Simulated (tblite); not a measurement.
Species: C5H9O3 (doublet state).
Cartesian coordinates in Å at the GFN2-xTB level; atoms count from 1:
```
atom  x, y, z in Å
C1     2.6990    0.3075   -0.3769
O2     1.5711   -0.5220   -0.5350
C3     0.3640    0.0555   -0.2544
O4     0.3470    1.0846    0.6805
C5    -0.8358    0.9358    1.4224
O6    -1.2711   -0.3801    1.2987
C7    -0.8074   -0.8550    0.0347
C8    -1.8928   -0.7762   -1.0412
H9     2.6252    1.1940   -1.0143
H10    3.5578   -0.2924   -0.6711
H11    2.8012    0.6313    0.6627
H12   -1.5909    1.6524    1.0448
H13   -0.6286    1.1488    2.4769
H14   -0.4882   -1.8959    0.1643
H15   -2.2103    0.2534   -1.1855
H16   -2.7501   -1.3716   -0.7393
H17   -1.4971   -1.1582   -1.9774
```

Computed geometry: GFN2-xTB, gas phase. This method treats the open shell by occupation alone, without spin polarisation.

Masses are those of the commonest isotopes; rigid-rotor values at the optimised geometry. The values belong to one conformer with, in the numbering `[CH3:1][O:2][C:3]1[O:4][CH2:5][O:6][C@H:7]1[CH3:8]`, C1–O2–C3–O4 -28°, O2–C3–O4–C5 -143°, C3–O4–C5–O6 21°, O4–C5–O6–C7 -28°, C5–O6–C7–C8 -98°.

(1) Give the principal moments of inertia and the rotational constants in MHz.

(2) Classify the top.

(3) Is it planar, by Δ = Ic − Ia − Ib?

(4) Estimate the classical rotational partition function at 10 K, 50 K and 298.15 K.

Results:

(1) Ia = 144.85, Ib = 299.25, Ic = 391.32 u·Å²; 505379 MHz·u·Å²/I gives A = 3489, B = 1689, C = 1291 MHz.

(2) An asymmetric top. Ray's parameter κ = (2B − A − C)/(A − C) = -0.638; −1 is the prolate and +1 the oblate limit.

(3) Not planar: Δ = Ic − Ia − Ib = -52.78 u·Å². For a rigid frame Δ = −2 Σ m c², so Σ m c² = 26.39 u·Å² lies off the ab plane: 7.50 from hydrogen and 18.89 from heavier atoms. The atom farthest from that plane is 1.49 Å away.

(4) Point group C1, symmetry number σ = 1; q = (√π/σ)·√((kT/h)³/(ABC)), k/h = 20836.6 MHz/K: 1930 at 10 K, 21600 at 50 K, 315000 at 298.15 K.

For this open shell read J as N, the rotation without spin; fine and hyperfine splittings come on top. Its GFN2-xTB frequencies are all real (lowest 55 cm⁻¹). Zero-point vibration and centrifugal distortion are left out.

The run took 0.31 s on an Arm Neoverse V2 with one thread, no GPU (shared host). That covers the optimisation of the geometry.
